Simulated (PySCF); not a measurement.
Work out the structure from these simulated measurements.

Formula: CH10N3PSi2.

* Triplet: lowest triplet excitation (Tamm–Dancoff): 3.57 eV [TDA wB97X-D/def2-SVPD]
* Rotational structure: rotational constants A, B, C: 1.848, 0.974, 0.833 GHz [GFN2-xTB]
* 1H NMR: chemical shifts (computed TMS as zero) by class: 8.53 (1 H), 8.42 (1 H), 4.86 (3 H), 1.07 (2 H), 0.91 (2 H), 0.67 (1 H) ppm [GIAO PBE0/pcSseg-1]
* UV, first state: lowest singlet excitation: 4.11 eV (301 nm, f = 0.000) [TDDFT wB97X-D/def2-SVPD]
* Polarisability: 111.3 au [wB97X-D/def2-SVPD]
* NMR, other nuclei: isotropic shieldings of nuclei other than C and H, by class: -171 (1 N), 227 (1 N), 246 (1 N), 358 (1 Si), 410 (1 Si), 621 (1 P) ppm [GIAO PBE0/pcSseg-1]
* Dipole: 1.20 D [wB97X-D/def2-SVPD]
* UV, strongest line: among the 8 lowest singlet transitions: S8 at 7.20 eV (172 nm, f = 0.061) [TDDFT wB97X-D/def2-SVPD]
* 13C NMR: chemical shifts (computed TMS as zero) by class: 172.1 (1 C) ppm [GIAO PBE0/pcSseg-1]

Gas-phase values; electronic properties from PySCF, density fitting. Levels stand in brackets. One conformer (not necessarily the lowest) at the GFN2-xTB geometry, without solvent, vibrations or thermal averaging. GFN2-xTB frequencies show an imaginary mode (34i cm⁻¹), so this geometry is no minimum at that level. Each NMR value is the plain mean over a class of atoms that symmetry, rotation or inversion makes alike.

Question: Propose a structure and show how it fits.

Answer: Numbering: `[CH2:1]=[N:2][Si@@:3]([NH2:4])([PH2:5])[NH:6][SiH3:7]`. The one carbon: C=N carbon [C1] (172.1 ppm). Hydrogen classes from least to most shielded: 1 H on a C=N carbon, C1 (8.53 ppm), 1 H on a C=N carbon, C1 (8.42 ppm), 3 H on an SiH3 silicon, Si7 (4.86 ppm), 2 H on a three-coordinate phosphorus, P5 (1.07 ppm, a mean of values up to 0.7 ppm apart in this geometry), 2 H on a silicon-bound nitrogen, N4 (0.91 ppm), 1 H on a nitrogen bridging silicon atoms, N6 (0.67 ppm). The other shieldings belong to: -171 ppm, C=N nitrogen [N2]; 227 ppm, silicon-bound nitrogen [N4]; 246 ppm, nitrogen bridging silicon atoms [N6]; 358 ppm, four-coordinate silicon [Si3]; 410 ppm, SiH3 silicon [Si7]; 621 ppm, three-coordinate phosphorus [P5]. The optimised geometry has point group C1 and is an asymmetric top. Structure: `C=N[Si@@](N)(P)N[SiH3]`. The assignments are read from this structure; whether some other isomer fits the data as well wasn't checked. The mirror image fits equally.

Conformer computed: `[CH2:1]=[N:2][Si@@:3]([NH2:4])([PH2:5])[NH:6][SiH3:7]`: C1–N2–Si3–N4 -106°, N2–Si3–N6–Si7 -178°, H–N4–Si3–N2 71°, H–N4–Si3–N2 -65°, H–P5–Si3–N2 72°, H–P5–Si3–N2 165°.
